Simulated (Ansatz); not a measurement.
Species: H$_{7}$AlN$_{2}$Si, SMILES `[NH2][Al]([NH2])[SiH3]` (charge 0, multiplicity 1).

Task: Give a relaxed geometry from B3LYP-D3(BJ)/def2-TZVP in Ansatz (a first-principles code).

Result: the end point of this relaxation (outside a Z-matrix the atoms follow the SMILES, hydrogens last).
Z-matrix (Å, degrees):
```
Al
N 1 1.7746
H 2 1.0078 1 123.53
H 2 1.0081 3 110.01 1 179.99
N 1 1.7747 2 119.68 3 179.95
H 5 1.0077 1 123.92 2 -179.95
H 5 1.0082 6 109.93 1 -179.99
Si 1 2.4456 2 119.72 3 -0.09
H 8 1.4877 1 111.78 2 0.96
H 8 1.4880 9 106.94 1 -123.12
H 8 1.4880 9 106.92 10 -113.80
```
